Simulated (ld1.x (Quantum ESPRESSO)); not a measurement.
# Al, TM: configuration errors across variants

```json
{
  "Element": "Al",
  "Generator": "ld1.x (Quantum ESPRESSO) 7.5",
  "Type": "norm-conserving Troullier–Martins (Kleinman–Bylander form)",
  "Functional": "LDA (PZ)",
  "Relativity": "scalar-relativistic",
  "Frozen core": "[Ne]",
  "Valence charge": "3",
  "Reference configuration": "3s2 3p0.5 (charge +0.5)",
  "Partial waves": "3s (bound): rc 1.70 bohr; 3p (bound): rc 2.65 bohr",
  "Local potential": "all-electron potential smoothed inside 1.35 bohr (lloc = -2)",
  "Core correction": "Bessel-smoothed model core inside 1.75 bohr"
}
```

All-electron excitation energies from the reference (eV): (1) 3s2 3p1 -2.125; (2) 3s2 3p0 3.722; (3) 3s1 3p0 23.099; (4) 3s2 3p1.3 -2.723; (5) 3s0 3p3 8.380; (6) 3s1 3p1 9.541; (7) 3s1 3p2 3.030; (8) 3s2 3p0.5 spin -0.042; (9) 3s2 3p1 spin -2.261.

Spin tests fill each open shell by Hund’s rule, majority spin first.

Errors AE − PS in meV (a dash: test not solved or not reliable):

```tsv
change	(1)	(2)	(3)	(4)	(5)	(6)	(7)	(8)	(9)	bound ghosts
base	+0.6	+0.9	+17	+1.1	-6.9	+1.8	-1.9	+0.5	+2.0	none
all radii but the core radius scaled by about 0.79 (s 1.34, p 2.08 bohr); local potential all-electron potential smoothed inside 1.06 bohr (lloc = -2)	+0.9	+1.7	+31	+1.5	-20	+1.3	-4.7	+0.5	+2.4	none
all radii but the core radius scaled by about 0.85 (s 1.44, p 2.24 bohr); local potential all-electron potential smoothed inside 1.14 bohr (lloc = -2)	+0.8	+1.4	+24	+1.4	-17	+0.7	-4.1	+0.5	+2.3	none
all radii but the core radius scaled by about 1.04 (s 1.78, p 2.76 bohr); local potential all-electron potential smoothed inside 1.40 bohr (lloc = -2)	+0.6	+0.8	+16	+1.1	-5.2	+2.1	-1.5	+0.4	+1.9	none
all radii but the core radius scaled by about 1.19 (s 2.02, p 3.14 bohr); local potential all-electron potential smoothed inside 1.60 bohr (lloc = -2)	+0.5	+0.6	+14	+1.0	-2.9	+2.7	-1.0	+0.4	+1.6	none
all radii but the core radius scaled by about 1.35 (s 2.30, p 3.58 bohr); local potential all-electron potential smoothed inside 1.82 bohr (lloc = -2)	+0.5	+0.6	+9.0	+1.0	-12	+0.3	-3.1	+0.4	+1.5	none
```

Problem. Give the same row for: all radii but the core radius scaled by about 1.28 (s 2.18, p 3.40 bohr); local potential all-electron potential smoothed inside 1.74 bohr (lloc = -2).

Solution. +0.5, +0.5, +11, +0.9, -6.0, +2.0, -1.8, +0.3, +1.4; bound ghosts: none.
